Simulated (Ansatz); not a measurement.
Gas-phase electronic energies from Ansatz, PBE0-D4/def2-TZVP geometries. CCSD(T)/CBS is the MP2 limit (def2-TZVPP, def2-QZVPP) plus CCSD(T) − MP2 in def2-TZVPP, frozen cores. DFT in def2-TZVPP. B3LYP here is the variant with VWN-RPA as its local correlation; programs differ in this. HSE06 is defined as in plane-wave codes. Elements past krypton have def2 core potentials. For I outer-core shells are correlated without core-valence functions, which leaves a few kJ/mol of doubt a bond.

Reaction (ligand exchange at the Si–C bond): `[SiH3]C1[SiH2]S1` + HI → `[SiH3]I` + `C1[SiH2]S1`

| level | ΔE (kcal/mol) | difference from CCSD(T)/CBS |
| --- | --- | --- |
| PBE-D4 | -17.1 | 0.3 |
| B97M-V | -16.3 | 1.1 |
| PBE0-D4 | -17.8 | -0.4 |
| B3LYP-D4 | -16.8 | 0.6 |
| r2SCAN0-D4 | -18.3 | -0.9 |
| BHLYP-D4 | -17.6 | -0.2 |
| CAM-B3LYP-D4 | -16.6 | 0.8 |
| BLYP | -18.3 | -0.9 |
| PBE0 | -18.9 | -1.5 |
| HSE06 | -18.9 | -1.5 |
| CAM-B3LYP | -17.7 | -0.3 |
| LC-ωPBE | -18.0 | -0.6 |
| MP2/def2-SVP | -15.2 | 2.2 |
| CCSD/def2-SVP | -15.2 | 2.2 |
| CCSD/def2-TZVPP | -16.4 | 1.0 |
| SCS-MP2/def2-QZVPP | -17.7 | -0.3 |
| CCSD(T)/CBS | -17.4 | 0 |

Largest T1 diagnostic among the species: 0.013.

The D4 term adds +1.8 kcal/mol with B3LYP and +1.0 kcal/mol with PBE0; it sums over pairs of atoms, weighted by their polarisabilities, and B3LYP, whose exchange is more repulsive, gets the larger term. At CCSD(T), def2-SVP lies +2.8 kcal/mol from the extrapolated value and def2-TZVPP +1.5 kcal/mol.
